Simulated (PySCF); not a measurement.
# Pt(3+) (platinum, charge +3) across methods

[Xe] 4f14 5d7, high-spin 4F determinant. All numbers are calculated (PySCF 2.14, scalar relativity by spin-free X2C-1e, in x2c-TZVPPall (11s7p7d3f1g, 97 functions)).

```json
{"method": "PBEsol", "E (hartree)": "-18408.02", "mean ε 5p β (eV)": "-89.929", "mean ε 5d α (eV)": "-39.699", "mean ε 5d β (eV)": "-37.782", "Σ⟨r²⟩ (bohr²)": "37.54", "⟨S²⟩": "3.751"}
{"method": "MN15", "E (hartree)": "-18426.02", "mean ε 5p β (eV)": "-93.818", "mean ε 5d α (eV)": "-42.387", "mean ε 5d β (eV)": "-40.684", "Σ⟨r²⟩ (bohr²)": "37.44", "⟨S²⟩": "3.751"}
{"method": "r2SCAN", "E (hartree)": "-18413.67", "mean ε 5p β (eV)": "-90.975", "mean ε 5d α (eV)": "-40.095", "mean ε 5d β (eV)": "-38.154", "Σ⟨r²⟩ (bohr²)": "37.36", "⟨S²⟩": "3.752"}
{"method": "LC-wPBE", "E (hartree)": "-18413.37", "mean ε 5p β (eV)": "-95.237", "mean ε 5d α (eV)": "-44.403", "mean ε 5d β (eV)": "-42.478", "Σ⟨r²⟩ (bohr²)": "37.42", "⟨S²⟩": "3.751"}
{"method": "UHF", "E (hartree)": "-18408.16465", "mean ε 5p β (eV)": "-101.24", "mean ε 5d α (eV)": "-46.540", "mean ε 5d β (eV)": "-43.919", "Σ⟨r²⟩ (bohr²)": "37.25", "⟨S²⟩": "3.754"}
{"method": "LDA", "E (hartree)": "-18402.18", "mean ε 5p β (eV)": "-90.329", "mean ε 5d α (eV)": "-39.866", "mean ε 5d β (eV)": "-38.014", "Σ⟨r²⟩ (bohr²)": "37.61", "⟨S²⟩": "3.751"}
{"method": "PBE", "E (hartree)": "-18413.61", "mean ε 5p β (eV)": "-89.856", "mean ε 5d α (eV)": "-39.695", "mean ε 5d β (eV)": "-37.828", "Σ⟨r²⟩ (bohr²)": "37.57", "⟨S²⟩": "3.751"}
```

Question: Estimate the same row for PBE0.

Answer: E (hartree) = -18413.39; mean ε 5p β (eV) = -93.058; mean ε 5d α (eV) = -41.652; mean ε 5d β (eV) = -39.633; Σ⟨r²⟩ (bohr²) = 37.41; ⟨S²⟩ = 3.751.

Spin-orbit coupling, absent here, splits the open shell strongly.
